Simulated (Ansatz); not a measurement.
Consider the formal exchange of groups at the Si–S bond: `NC[SiH2]S[SiH3]` + `C#CC#CC` → `C#C[SiH2]CN` + `CC#CS[SiH3]`.

Program: Ansatz. Geometries: PBE0-D4/def2-TZVP. ΔE: electronic, gas phase. CCSD(T)/CBS adds triple-zeta CCSD(T) − MP2 to the extrapolated MP2 energy (def2 sets, frozen cores). Functionals use def2-TZVPP. B3LYP here is the variant with VWN-RPA as its local correlation; programs differ in this. One conformer a species, not always the lowest.

`NC[SiH2]S[SiH3]`:

```xyz
14

N    -2.210   -0.936    0.254
C    -1.541    0.363    0.269
Si   -0.199    0.554   -1.041
S     1.211   -1.056   -0.867
Si    2.440   -0.171    0.638
H    -2.694   -1.079   -0.625
H    -1.527   -1.681    0.334
H    -2.289    1.153    0.139
H    -1.111    0.530    1.262
H     0.527    1.854   -0.944
H    -0.796    0.410   -2.396
H     3.308   -1.248    1.173
H     1.607    0.391    1.734
H     3.275    0.917    0.071
```

`C#CC#CC`:

Cartesian coordinates in Å:
```
C -1.071 -2.965 0.343
C -0.665 -1.837 0.213
C -0.204 -0.563 0.065
C 0.203 0.566 -0.066
C 0.693 1.917 -0.222
H -1.429 -3.960 0.459
H -0.047 2.543 -0.729
H 1.612 1.932 -0.813
H 0.908 2.367 0.750
```

`C#C[SiH2]CN`:

Cartesian coordinates in Å:
```
C 2.213 1.603 -0.161
C 1.612 0.557 -0.197
Si 0.643 -0.996 -0.235
C -1.072 -0.631 0.439
N -1.681 0.457 -0.313
H 2.754 2.521 -0.133
H 0.586 -1.478 -1.637
H 1.331 -2.003 0.614
H -1.667 -1.541 0.302
H -1.000 -0.466 1.526
H -1.118 1.296 -0.249
H -2.601 0.682 0.043
```

`CC#CS[SiH3]`:

Cartesian coordinates in Å:
```
C -1.433 1.995 -0.596
C -1.009 0.774 0.057
C -0.657 -0.244 0.602
S -0.207 -1.663 1.388
Si 1.673 -1.905 0.376
H -2.359 1.842 -1.158
H -0.669 2.340 -1.298
H -1.604 2.792 0.131
H 1.452 -2.046 -1.083
H 2.550 -0.740 0.644
H 2.263 -3.146 0.938
```

CCSD(T)/CBS gives +17.1 kcal/mol.

Another level gave +20.5 kcal/mol. Which?
A. ωB97M-V/def2-TZVPP
B. B2PLYP/def2-TZVPP
C. B3LYP-D4/def2-TZVPP
D. PBE0-D4/def2-TZVPP

D. PBE0-D4 20.5, ωB97M-V 16.8, B2PLYP 17.8, B3LYP-D4 19.4 kcal/mol.

Largest T1 diagnostic among the species: 0.013.

The D4 term adds +1.0 kcal/mol with B3LYP and +0.6 kcal/mol with PBE0; it sums over pairs of atoms, weighted by their polarisabilities, and B3LYP, whose exchange is more repulsive, gets the larger term. From PBE to PBE0 (25 % exact exchange), in def2-TZVPP and without D4, ΔE moves by −1.2 kcal/mol. In def2-TZVPP, CCSD(T) changes the Hartree–Fock value by +2.2 kcal/mol (the triples alone add +0.7 kcal/mol) and MP2 by +3.5 kcal/mol.
